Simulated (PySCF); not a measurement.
Calculation: B3LYP-D3(BJ)/def2-TZVP (PySCF 2.14.0). Gas-phase values, no solvent. One relaxed conformer stands for a flexible species; it need not be the lowest. B3LYP has the VWN-RPA correlation part, as in Gaussian. Delta-SCF ions had no search for a lower state. 

Reference species (SMILES): `[InH3]` (neutral, multiplicity 1).

- HOMO: -8.00 eV
- LUMO: -2.20 eV
- vertical ionisation energy (Delta-SCF): 10.58 eV

Changed species: `[OH][InH][OH]` (H–O–In–O torsion 0°, O–In–O–H torsion 0°) (2 of 3 H replaced by OH; the reference has 0 of 3 H replaced by OH).

Problem. Give the shifts of the HOMO, LUMO and vertical ionisation energy (Delta-SCF).

Solution. the HOMO drops by 0.04 eV, to -8.04 eV; the LUMO rises by 0.65 eV, to -1.55 eV; the vertical ionisation energy (Delta-SCF) decreases by 0.08 eV, to 10.50 eV.
